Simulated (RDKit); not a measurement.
Input for RDKit: UFF on C2H2 (SMILES C#C).

```python
from rdkit import Chem
from rdkit.Chem import AllChem, rdDetermineBonds

blocks = [
'''4

C     0.00000000   -0.00000000    0.59839447
C    -0.00000000    0.00000000   -0.59839447
H    -0.00000000   -0.00000000   -1.66106597
H    -0.00000000    0.00000000    1.66106597
''',
]
mol = None
for b in blocks:
    f = Chem.MolFromXYZBlock(b)
    rdDetermineBonds.DetermineBonds(f, charge=0)
    mol = f if mol is None else Chem.CombineMols(mol, f)
Chem.SanitizeMol(mol)
print(Chem.MolToSmiles(Chem.RemoveHs(mol)))
ff = AllChem.UFFGetMoleculeForceField(mol, vdwThresh=100.0, ignoreInterfragInteractions=False)
e = ff.CalcEnergy()
print(f'UFF energy {e:.6f} kcal/mol')
```

Output:

```
C#C
UFF energy 0.035100 kcal/mol
```

The run finished.

Cost: roughly 0.020 core-seconds.
